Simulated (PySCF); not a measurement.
**Electronic structure of Pr²⁺ (praseodymium, charge +2) at the PBE0 level**

Configuration: [Xe] 4f3, one real determinant. All numbers are calculated (PySCF 2.14, the spin-free X2C one-electron Hamiltonian (Gaussian nucleus), in x2c-TZVPPall).

| Item | Value |
| --- | --- |
| Total energy | -9235.61 hartree |
| One-electron energy | -12580.67 hartree |
| Hartree (Coulomb) energy | 3563.29 hartree |
| Exchange-correlation energy | -218.22 hartree |
| ⟨S²⟩ | 3.7513 |
| ⟨L²⟩ | 34.005 |
| Sum of ⟨r⟩ | 34.79 bohr |
| Sum of ⟨r²⟩ | 42.42 bohr² |
| Traceless quadrupole moment −½Σ⟨3z² − r²⟩ along its main axis | -0.0890 e·bohr² |
| Langevin diamagnetic susceptibility | -33.6 ×10⁻⁶ cm³/mol |
| Time after the integrals | of the order of 9 core-seconds |

```csv
shell,electrons,mean orbital energy (eV),spread (eV),"rms radius, mean of both spins (bohr)"
1s α,1,-41849.0,0,0.0275
1s β,1,-41849.0,0,0.0275
2s α,1,-6771.2,0,0.112
2s β,1,-6771.2,0,0.112
2p α,3,-6066.0,0.039,0.0997
2p β,3,-6066.0,0.040,0.0997
3s α,1,-1482.7,0,0.291
3s β,1,-1481.9,0,0.291
3p α,3,-1257.4,0.177,0.290
3p β,3,-1256.5,0.246,0.290
3d α,5,-937.07,0.124,0.268
3d β,5,-936.28,0.303,0.268
4s α,1,-310.77,0,0.662
4s β,1,-308.33,0,0.662
4p α,3,-236.37,0.226,0.703
4p β,3,-233.78,0.441,0.703
4d α,5,-128.37,0.319,0.785
4d β,5,-125.41,0.711,0.785
5s α,1,-54.894,0,1.61
5s β,1,-53.445,0,1.61
5p α,3,-36.170,0.091,1.87
5p β,3,-35.020,0.210,1.87
4f α,3,-17.024,0.185,1.27
```

⟨L²⟩ = 34.01 against 42 for a pure I term, so this real determinant mixes terms. Spin-orbit coupling, absent here, splits the open shell strongly.

Densities and radii are taken from the X2C orbitals without a picture-change correction, which distorts them close to the nucleus.
